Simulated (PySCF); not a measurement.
# Vibration and rotation of KSb

PBE0 constants of KSb, ³Σ⁻ (triplet), unpaired electrons π ↑↑ (PySCF, scalar-relativistic core potentials, basis sets K def2-SVPD, Sb def2-SVPD with ECP28; masses 38.9637 and 120.9038 u):

- ωe: 145.2 cm⁻¹
- ωexe: 0.518 cm⁻¹
- Be: 0.051593 cm⁻¹
- αe: 0.000254 cm⁻¹
- D (centrifugal): 2.6e-08 cm⁻¹
- De to K + Sb: 1.16 eV

(1) Give the vibrational terms G(v) and spacings up to v = 6.

(2) How well does the Morse estimate ωe²/(4ωexe) reproduce De, and what is D0?

These are scalar-relativistic numbers at best; spin–orbit coupling would shift them, the dissociation energy most. The state was picked by a PBE0 search and need not be the measured ground state.

Results:

(1) G(v) = ωe(v+½) − ωexe(v+½)².

```json
{"v": "0", "G(v) (cm⁻¹)": "72.5", "G(v) − G(v−1)": "", "Bv (cm⁻¹)": "0.05147"}
{"v": "1", "G(v) (cm⁻¹)": "216.6", "G(v) − G(v−1)": "144.2", "Bv (cm⁻¹)": "0.05121"}
{"v": "2", "G(v) (cm⁻¹)": "359.8", "G(v) − G(v−1)": "143.1", "Bv (cm⁻¹)": "0.05096"}
{"v": "3", "G(v) (cm⁻¹)": "501.9", "G(v) − G(v−1)": "142.1", "Bv (cm⁻¹)": "0.05070"}
{"v": "4", "G(v) (cm⁻¹)": "642.9", "G(v) − G(v−1)": "141.1", "Bv (cm⁻¹)": "0.05045"}
{"v": "5", "G(v) (cm⁻¹)": "782.9", "G(v) − G(v−1)": "140.0", "Bv (cm⁻¹)": "0.05020"}
{"v": "6", "G(v) (cm⁻¹)": "921.9", "G(v) − G(v−1)": "139.0", "Bv (cm⁻¹)": "0.04994"}
```

(2) It gives 1.26 eV, 109 % of the computed De. D0 = De − G(0) = 1.16 − 0.01 = 1.15 eV.
